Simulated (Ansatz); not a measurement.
`F[Si](F)([S])Cl` radical at its PBE0-D4/def2-TZVP geometry, where that method's forces vanish. Total charge 0; spin multiplicity 2.

```xyz
5

F     0.4286    1.2562    0.9719
Si   -0.0289    0.0223    0.1053
F    -0.7867   -0.9340    1.1022
S    -1.2025    0.5760   -1.5329
Cl    1.5895   -0.9205   -0.6465
```

What forces (eV/Å) does ωB97M-V/def2-TZVPP give on these atoms in Ansatz 0.2.0? (Best estimate.)

The calculation gave: 
```
F1   0.042  0.121  0.059
Si2  0.025 -0.021 -0.130
F3  -0.078 -0.094  0.072
S4  -0.031  0.017 -0.003
Cl5  0.042 -0.023  0.002
```
